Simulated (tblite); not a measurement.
Start geometry of `CCO[Si@H](O[SiH3])S[SiH3]` from a force field or distance geometry (Å):
```
atom  x, y, z in Å
C1    -2.8023   -1.6141   -0.1207
C2    -1.6976   -0.7515   -0.6499
O3    -0.6942   -0.6171    0.3338
Si4    0.5977    0.3563   -0.2077
O5    -0.0393    1.6500   -1.1423
Si6   -0.4091    2.9637   -0.1009
S7     2.0837   -0.7704   -1.2776
Si8    3.6859   -1.2757    0.0877
H9    -2.7079   -1.7131    0.9836
H10   -2.7555   -2.6430   -0.5331
H11   -3.7852   -1.1363   -0.3649
H12   -1.2562   -1.2817   -1.5236
H13   -2.0337    0.2290   -1.0082
H14    1.2574    0.9401    0.9903
H15   -0.5720    2.3743    1.2381
H16    0.7125    3.9009   -0.1553
H17   -1.6648    3.5645   -0.5481
H18    3.9330   -2.7276   -0.0395
H19    4.8952   -0.5012   -0.2441
H20    3.2474   -0.9364    1.4601
```

Task: What comes out of this run: GFN2-xTB geometry optimisation, gas phase in tblite?

Result: 
```
atom  x, y, z in Å
C1    -2.081   -1.743    0.263
C2    -1.229   -0.985   -0.742
O3     0.052   -0.703   -0.240
Si4    0.417    0.423    0.867
O5    -0.269    1.838    0.510
Si6   -0.377    3.178   -0.406
S7     2.530    0.476    0.748
Si8    2.900   -1.191   -0.563
H9    -2.266   -1.123    1.136
H10   -1.565   -2.646    0.580
H11   -3.031   -2.016   -0.189
H12   -1.078   -1.585   -1.645
H13   -1.722   -0.045   -1.017
H14   -0.054    0.147    2.210
H15   -1.602    3.790    0.103
H16    0.825    3.974   -0.187
H17   -0.512    2.772   -1.807
H18    2.375   -0.919   -1.895
H19    4.355   -1.235   -0.566
H20    2.325   -2.397    0.016
```

The energy falls by 31.9 kcal/mol over 254 L-BFGS steps, the largest force on an atom goes from 2.64 to 0.005 eV/Å, and the atoms move by 1.488 Å rms after alignment. The bond that changes most is Si4–O5 (oxygen-bound silicon to siloxane oxygen), which shortens by 0.106 Å. Bonds longer at the end by more than 0.005 Å: 1 of 19; shorter: 15. Among the angles that change most is Si4–O5–Si6, from 109.0° to 151.1°. Among the dihedrals that turn most is S7–Si4–O5–Si6, from -146° to 43°. Rotational constants go from 1125, 605.7, 438.4 to 1035, 773.6, 514.4 MHz. The orientation of the end geometry is arbitrary; only internal coordinates are fixed.

Its GFN2-xTB frequencies are all real (lowest 17 cm⁻¹). One conformer, not necessarily the lowest. 3 starts were optimised and ended at 0.00, 1.22 and 2.91 kcal/mol (GFN2-xTB); the lowest of these is shown.

These are computed values.
